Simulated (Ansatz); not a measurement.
Molecule: sum formula Si2H4Cl2 (charge 0, singlet). SMILES: [SiH2]([SiH2]Cl)Cl
Geometry from a B3LYP-D3(BJ)/def2-TZVP (Ansatz, a program for electronic structure) optimisation:
```xyz
8

Cl     2.0009     1.7397     0.3442
Si     1.1631    -0.1296     0.0036
Si    -1.1630     0.1307    -0.0104
Cl    -2.0010    -1.7409    -0.3372
H      1.5975    -1.0383     1.0857
H      1.6573    -0.6309    -1.2963
H     -1.5981     1.0316    -1.0988
H     -1.6562     0.6414     1.2863
```
Charge 0, spin multiplicity 1.

Quantity: atomisation energy (electronic, to ground-state atoms), in kcal/mol. Valence correlation only, unless marked. UHF or UKS for open shells. Spin-orbit coupling is left out. Non-relativistic. The coupled-cluster limit lacks core correlation, which all-electron functionals hold. CBS(X,Y): correlation extrapolated as X^-3; Hartree-Fock from the larger set. The bracket is a focal-point correction in the basis named.

| level | program | atomisation energy (kcal/mol) |
|---|---|---|
| HF/aug-cc-pV(T+d)Z | Ansatz | 431.7 |
| BLYP-D4/def2-TZVPD | Ansatz + dftd4 | 551.3 |
| MP2/6-31G | Ansatz | 399.4 |
| SCS-MP2/cc-pV(T+d)Z | Ansatz | 550.7 |
| SCS-MP2/aug-cc-pV(Q+d)Z | Ansatz | 566.4 |
| RI-MP2/CBS(aug-cc-pV(T+d)Z,aug-cc-pV(Q+d)Z)+[CCSD(T)-MP2]/aug-cc-pV(D+d)Z | Ansatz | 566.1 |
| CCSD(T)/CBS(aug-cc-pV(T+d)Z,aug-cc-pV(Q+d)Z) | Ansatz | 567.7 |
